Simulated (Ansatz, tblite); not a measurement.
Removing and adding an electron: Na8Cl8 (started as a model of: (NaCl)8 cage of four- and six-membered rings). Charge 0, multiplicity 1. Geometry: PBE-D4/def2-SVP. Ansatz, gas phase; energy differences of separate SCF runs; the oxidised species was run as a doublet alone; the reduced species was run as a doublet alone.

Cartesian coordinates in Å:
```
Na 0.0988 0.6302 4.0707
Cl -1.6699 -1.2845 3.8285
Na 0.4915 -2.6457 3.1064
Cl 2.2861 -0.8088 3.6295
Na 2.2358 0.3265 1.2442
Cl 0.1603 1.9538 1.8121
Na -0.7429 2.3972 -0.6124
Cl -2.4838 0.3615 -0.9759
Na -2.0374 -1.0001 1.2249
Cl 0.0063 -2.6288 0.5386
Na 0.5476 -1.6983 -1.8507
Cl 2.2846 0.3157 -1.3785
Cl -0.5027 2.9437 -3.1828
Na -1.9943 0.7718 -3.5113
Cl -0.0970 -0.8667 -4.2710
Na 1.4170 1.2323 -3.6724
```

The xTB rows come from tblite.

(1) Estimate orbital energies and vertical ionisation energies and electron affinities at: GFN1-xTB; GFN2-xTB; PBE-D4/def2-SVP; PBE0-D4/def2-SVP.

## Answers

(1) 
| level | −HOMO (eV) | vertical IE (eV) | −LUMO (eV) | vertical EA (eV) | HOMO–LUMO gap (eV) | IE − EA (eV) | remarks |
| --- | --- | --- | --- | --- | --- | --- | --- |
| GFN1-xTB | 12.36 | 13.68 | 6.64 | 4.99 | 5.72 | 8.69 | – |
| GFN2-xTB | 11.16 | 12.77 | 8.87 | 6.84 | 2.28 | 5.93 | – |
| PBE-D4/def2-SVP | 6.38 | – | 1.41 | 0.29 | 4.97 | – | HOMO above zero (-1 doublet) |
| PBE0-D4/def2-SVP | 7.76 | 9.06 | 0.80 | 0.02 | 6.96 | 9.04 | HOMO above zero (-1 doublet) |

Run but left out: PBE-D4/def2-SVP (charge +1 doublet: an occupied level 0.03 eV above an empty one).   A HOMO above zero means that the electron is unbound at that level or that self-interaction error raises the level; the energy of removing that electron tells which. Raw xTB energy differences between charge states are shifted by several eV; the methods need an empirical correction for them. Sets without diffuse functions give affinities that are too small.
